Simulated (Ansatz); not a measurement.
ClTe, charge +1, singlet, at a GFN2-xTB geometry (all electrons, no relativity). Base run: Ansatz (a first-principles code) with PBE/STO-3G.

The Ansatz input:
Ansatz 0.2 input:
```yaml
crystal:
  periodic: [false, false, false]
  atoms:
    - {symbol: Te, position_ang: [-0.00000000, -0.00000000, -0.54662571]}
    - {symbol: Cl, position_ang: [0.00000000, 0.00000000, 1.67203160]}
basis:
  gaussian:
    orbitals: STO-3G
hamiltonian:
  xc: pbe
total_charge: 1
```

Each row names what was changed in the base input (with any setting that the change needs).

```tsv
change	ΔE vs base (mEh)
base	0.000
lower_state_search = off	0.000
point_charge = charge:0.5 position_ang:0.008, 1.6604, -3.1962	74.364
nuclear_model = gaussian	?
point_charge = charge:1.0 position_ang:-0.2083, 2.2673, 3.9836	109.9
final_grid = 4, 8, 17	?
lower_state_search = light	0.000
lower_state_search = full	0.000
final_grid = 14, 28, 59	-0.001
```

### Question
Complete the blanks.

### Answer

- nuclear_model = gaussian, ΔE vs base (mEh): 59.354
- final_grid = 4, 8, 17, ΔE vs base (mEh): -3.049
